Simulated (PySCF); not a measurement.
A structure optimised at B3LYP-D3(BJ)/def2-SVP, used in a PySCF frequency run:

```xyz
7

Sn    -0.1038     0.1400    -0.1850
O     -1.4210    -1.2603     0.2564
O      1.6257    -0.7010    -0.6570
F      0.3383     1.1011     1.4490
H     -0.7719     1.1906    -1.3419
H     -1.0311    -1.9745     0.7815
H      2.3121    -0.4332    -0.0272
```

Task: Write its SMILES and formula.

Result: [OH][SnH]([OH])[F], FH₃O₂Sn

Task: What are its rotational constants (standard atomic weights)?

Result: 4.6192, 4.1977, 2.8538 GHz
